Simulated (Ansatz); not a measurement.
`C#C[SiH]([SiH3])Cl`, relaxed with RKS PBE0-D4/def2-TZVP in the Gaussian-basis code of Ansatz from a PBE-D4/def2-SVP geometry. The force threshold is 0.005 eV/Å; the program also tests the step.

The species carries charge 0 and has multiplicity 1.

Start:

```xyz
10

C    -0.441    2.013   -1.848
C     0.093    1.070   -1.268
Si    0.842   -0.322   -0.342
Si   -0.470   -0.818    1.544
Cl    0.877   -2.031   -1.549
H    -0.905    2.844   -2.365
H     2.261    0.030   -0.001
H     0.132   -1.984    2.281
H    -1.857   -1.175    1.087
H    -0.533    0.373    2.462
```

```csv
step,energy (eV),largest force (eV/Å),largest move (Å)
1,-30421.2325,1.208,0.000
2,-30421.2877,0.139,0.044
3,-30421.2897,0.089,0.020
4,-30421.2901,0.014,0.007
5,-30421.2901,0.007,0.004
6,-30421.2902,0.014,0.008
7,-30421.2902,0.001,0.004
```

End:

```xyz
10

C    -0.433    1.986   -1.825
C     0.093    1.059   -1.261
Si    0.831   -0.326   -0.344
Si   -0.473   -0.813    1.534
Cl    0.889   -1.988   -1.561
H    -0.893    2.804   -2.331
H     2.231    0.023   -0.002
H     0.124   -1.957    2.271
H    -1.847   -1.164    1.094
H    -0.522    0.377    2.425
```

Run time 23 s (4 threads of an Arm Neoverse V2 on a shared host); peak host memory 0.58 GiB.
